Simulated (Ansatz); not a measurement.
Total energies of BMe2(OH) (C₂H₇BO) from Ansatz at PBE0-D4/def2-TZVP, gas phase (1 Eh = 27.2114 eV = 2625.5 kJ/mol). The reference geometry is relaxed at PBE0-D4/def2-SVP.

```json
{"state": "charge 0 singlet", "geometry": "reference", "energy (Eh)": "-180.42755"}
{"state": "charge 1 doublet", "geometry": "reference", "energy (Eh)": "-180.03700"}
{"state": "charge 1 doublet", "geometry": "relaxed at PBE0-D4/def2-SVP", "energy (Eh)": "-180.06536"}
{"state": "free B atom (doublet)", "geometry": "–", "energy (Eh)": "-24.61828"}
{"state": "free C atom (triplet)", "geometry": "–", "energy (Eh)": "-37.80537"}
{"state": "free H atom (doublet)", "geometry": "–", "energy (Eh)": "-0.50104"}
{"state": "free O atom (triplet)", "geometry": "–", "energy (Eh)": "-75.01860"}
```

Problem. Work out the vertical ionisation energy to the doublet.

Solution. E(charge 1 doublet) − E(charge 0 singlet) = -180.03700 − (-180.42755) = 0.39055 Eh = 10.63 eV. For comparison, −ε of the highest occupied level is 8.39 eV at this level, 2.24 eV less.

Problem. How much does the charge 1 doublet relax, and what is the adiabatic ionisation energy?

Solution. Relaxation: -180.03700 − (-180.06536) = 0.02836 Eh = 0.77 eV. Adiabatic ionisation energy: 0.36219 Eh = 9.86 eV, without zero-point energy. 

Problem. What is the binding energy per atom against free atoms?

Solution. Atoms: 1 × (-24.61828) + 2 × (-37.80537) + 7 × (-0.50104) + 1 × (-75.01860) = -178.75490 Eh. Binding: -178.75490 − (-180.42755) = 1.67265 Eh = 45.52 eV, or 4.14 eV for each of 11 atoms (no zero-point energy, no counterpoise term).
